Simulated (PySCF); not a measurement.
Diatomic anions of O with group 15

PBE0 with double-zeta basis sets in PySCF, for the lowest determinant that a PBE0 search found; no spin–orbit coupling. De refers to high-spin ground-configuration atoms (the charge goes to the atom of lower measured ionisation energy or higher electron affinity, which is not always the lowest computed limit). A positive dipole points towards O; it is taken about the centre of mass and depends on that origin.

```
 M                        basis  charged atom  state (unpaired electrons)  Re (Å)  ωe (cm⁻¹)  De (eV)  μ (D)
 P  aug-cc-pV(D+d)Z/aug-cc-pVDZ            O−              triplet (π ↑↑)   1.557       1021     5.62  -0.05
As   aug-cc-pVDZ-PP/aug-cc-pVDZ            O−              triplet (π ↑↑)   1.706        830     4.60  -2.12
Sb   aug-cc-pVDZ-PP/aug-cc-pVDZ            O−              triplet (π ↑↑)   1.899        734     4.06  -3.25
Bi   aug-cc-pVDZ-PP/aug-cc-pVDZ            O−              triplet (π ↑↑)   1.999        664     3.47  -4.32
```

The shortest bond is that of PO⁻ (1.557 Å), the longest that of BiO⁻ (1.999 Å). PO⁻ is bound most strongly (5.62 eV) and BiO⁻ least (3.47 eV).

Down a group the atoms grow and get heavier, so bonds lengthen and wavenumbers fall; this series shows no clear exception.

Spin–orbit coupling is left out, which matters for elements this heavy, above all for dissociation energies. For an ion De counts to the pair picked by the measured ionisation energies or electron affinities, which need not be the lowest pair at this level. The highest Kohn–Sham level is positive in some of these anions. Much of that is self-interaction error, but it also means that the finite basis helps to hold the extra electron. States were picked by a PBE0 search and need not be the measured ground states.
